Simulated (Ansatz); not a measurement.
Stretching the Mg1–H2 bond in FHMg (SMILES [F][MgH]) (multiplicity 1 held, fragments rigid). Energies count from the point at 1.682 Å.
Geometry at that point (charge 0, multiplicity 1):
| atom | x (Å) | y (Å) | z (Å) |
|---|---|---|---|
| Mg | 0.0000 | 0.0000 | -0.6440 |
| H | 0.0000 | 0.0000 | -2.3255 |
| F | 0.0000 | 0.0000 | 1.1170 |

Restricted levels (R-, RO-) in cc, def2 and unpolarised 6-31G sets keep to the state of the molecule at rest. Unrestricted levels (U-) break spin symmetry where that is lower. Active spaces are followed from a long bond inwards. Curves can end on different states.

Frozen-core correlation.

Codes used: Ansatz (Gaussian orbitals). Each number belongs to the level named beside it.

Energies in eV.

```json
[
 {"R (Å)": "1.345", "R-SCS-MP2/def2-SVPD": "0.93", "U-SCS-MP2/def2-SVPD": "0.93", "CASSCF(2,2)/def2-SVPD": "0.99", "SC-NEVPT2 on CASSCF(2,2)/def2-SVPD": "0.95", "FIC-MRCISD on CASSCF(2,2)/def2-SVPD": "0.94", "FIC-MRCISD+Q on CASSCF(2,2)/def2-SVPD": "0.94"},
 {"R (Å)": "1.513", "R-SCS-MP2/def2-SVPD": "0.20", "U-SCS-MP2/def2-SVPD": "0.20", "CASSCF(2,2)/def2-SVPD": "0.23", "SC-NEVPT2 on CASSCF(2,2)/def2-SVPD": "0.21", "FIC-MRCISD on CASSCF(2,2)/def2-SVPD": "0.20", "FIC-MRCISD+Q on CASSCF(2,2)/def2-SVPD": "0.20"},
 {"R (Å)": "1.682", "R-SCS-MP2/def2-SVPD": "0.00", "U-SCS-MP2/def2-SVPD": "0.00", "CASSCF(2,2)/def2-SVPD": "0.00", "SC-NEVPT2 on CASSCF(2,2)/def2-SVPD": "0.00", "FIC-MRCISD on CASSCF(2,2)/def2-SVPD": "0.00", "FIC-MRCISD+Q on CASSCF(2,2)/def2-SVPD": "0.00"},
 {"R (Å)": "1.850", "R-SCS-MP2/def2-SVPD": "0.10", "U-SCS-MP2/def2-SVPD": "0.10", "CASSCF(2,2)/def2-SVPD": "0.06", "SC-NEVPT2 on CASSCF(2,2)/def2-SVPD": "0.08", "FIC-MRCISD on CASSCF(2,2)/def2-SVPD": "0.09", "FIC-MRCISD+Q on CASSCF(2,2)/def2-SVPD": "0.09"},
 {"R (Å)": "2.018", "R-SCS-MP2/def2-SVPD": "0.37", "U-SCS-MP2/def2-SVPD": "0.37", "CASSCF(2,2)/def2-SVPD": "0.27", "SC-NEVPT2 on CASSCF(2,2)/def2-SVPD": "0.31", "FIC-MRCISD on CASSCF(2,2)/def2-SVPD": "0.33", "FIC-MRCISD+Q on CASSCF(2,2)/def2-SVPD": "0.34"},
 {"R (Å)": "2.270", "R-SCS-MP2/def2-SVPD": "0.89", "U-SCS-MP2/def2-SVPD": "0.89", "CASSCF(2,2)/def2-SVPD": "0.71", "SC-NEVPT2 on CASSCF(2,2)/def2-SVPD": "0.77", "FIC-MRCISD on CASSCF(2,2)/def2-SVPD": "0.81", "FIC-MRCISD+Q on CASSCF(2,2)/def2-SVPD": "0.82"},
 {"R (Å)": "2.522", "R-SCS-MP2/def2-SVPD": "1.46", "U-SCS-MP2/def2-SVPD": "1.75", "CASSCF(2,2)/def2-SVPD": "1.16", "SC-NEVPT2 on CASSCF(2,2)/def2-SVPD": "1.26", "FIC-MRCISD on CASSCF(2,2)/def2-SVPD": "1.31", "FIC-MRCISD+Q on CASSCF(2,2)/def2-SVPD": "1.33"},
 {"R (Å)": "2.943", "R-SCS-MP2/def2-SVPD": "2.34", "U-SCS-MP2/def2-SVPD": "2.48", "CASSCF(2,2)/def2-SVPD": "1.81", "SC-NEVPT2 on CASSCF(2,2)/def2-SVPD": "1.94", "FIC-MRCISD on CASSCF(2,2)/def2-SVPD": "2.02", "FIC-MRCISD+Q on CASSCF(2,2)/def2-SVPD": "2.05"},
 {"R (Å)": "3.363", "R-SCS-MP2/def2-SVPD": "3.05", "U-SCS-MP2/def2-SVPD": "2.75", "CASSCF(2,2)/def2-SVPD": "2.22", "SC-NEVPT2 on CASSCF(2,2)/def2-SVPD": "2.40", "FIC-MRCISD on CASSCF(2,2)/def2-SVPD": "2.49", "FIC-MRCISD+Q on CASSCF(2,2)/def2-SVPD": "2.53"},
 {"R (Å)": "3.868", "R-SCS-MP2/def2-SVPD": "3.65", "U-SCS-MP2/def2-SVPD": "2.86", "CASSCF(2,2)/def2-SVPD": "2.47", "SC-NEVPT2 on CASSCF(2,2)/def2-SVPD": "2.67", "FIC-MRCISD on CASSCF(2,2)/def2-SVPD": "2.77", "FIC-MRCISD+Q on CASSCF(2,2)/def2-SVPD": "2.82"},
 {"R (Å)": "4.540", "R-SCS-MP2/def2-SVPD": "4.01", "U-SCS-MP2/def2-SVPD": "2.90", "CASSCF(2,2)/def2-SVPD": "2.57", "SC-NEVPT2 on CASSCF(2,2)/def2-SVPD": "2.79", "FIC-MRCISD on CASSCF(2,2)/def2-SVPD": "2.89", "FIC-MRCISD+Q on CASSCF(2,2)/def2-SVPD": "2.95"},
 {"R (Å)": "5.381", "R-SCS-MP2/def2-SVPD": "3.90", "U-SCS-MP2/def2-SVPD": "2.91", "CASSCF(2,2)/def2-SVPD": "2.59", "SC-NEVPT2 on CASSCF(2,2)/def2-SVPD": "2.81", "FIC-MRCISD on CASSCF(2,2)/def2-SVPD": "2.92", "FIC-MRCISD+Q on CASSCF(2,2)/def2-SVPD": "2.98"}
]
```

Doubts at one or more of the structures used: a restricted determinant that unrestricted orbitals would lower (R-SCS-MP2/def2-SVPD); a spin-contaminated determinant (U-SCS-MP2/def2-SVPD).

Ansatz is a quantum-chemistry and plane-wave program.
